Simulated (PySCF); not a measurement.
Atom-mapped SMILES (the numbers label the heavy atoms): `[F:1][c:2]1[cH:3][cH:4][c:5]([F:6])[c:7]([F:8])[c:9]1[F:10]`. Each H is labelled by its parent atom.

- structure optimised with PBE0-D3(BJ)/def2-SVP
- shieldings: GIAO PBE/pcSseg-1
- J: B3LYP/pcJ-1 (spin–dipole term only in couplings to heteroatoms)
- run in PySCF 2.14
- one averaged value for each set of equivalent atoms, non-relativistic, no solvent model, one computed conformer

**Question.** List the cross peaks expected in HSQC, COSY and HMBC spectra.

**Answer.** 

HSQC (one-bond C–H):
```tsv
δH	δC	¹J(C,H) (Hz)
6.70 (H(C3)/H(C4))	111.4 (C3/C4)	176
```

HMBC (two and three bonds, |J| ≥ 2.5 Hz):
```tsv
δH	δC [abs. J in Hz]
6.70 (H(C3)/H(C4))	154.4 (C2/C5) [13.3], 148.3 (C7/C9) [9.6]
```

No COSY cross peaks are expected.

References, each an isolated molecule treated in the same way: ¹H and ¹³C vs TMS.

Common functionals overestimate the size of one-bond C–F couplings by tens of Hz; these are unscaled. Shifts are as computed. Against solution values, carbons near 30 ppm lie about +2 ppm off and those near 130 ppm about +2 ppm. Of 1211 compounds with measured shifts, 218 miss one by over three times the rms of a fit or turn the order of signals round; such compounds aren't used in these exercises.
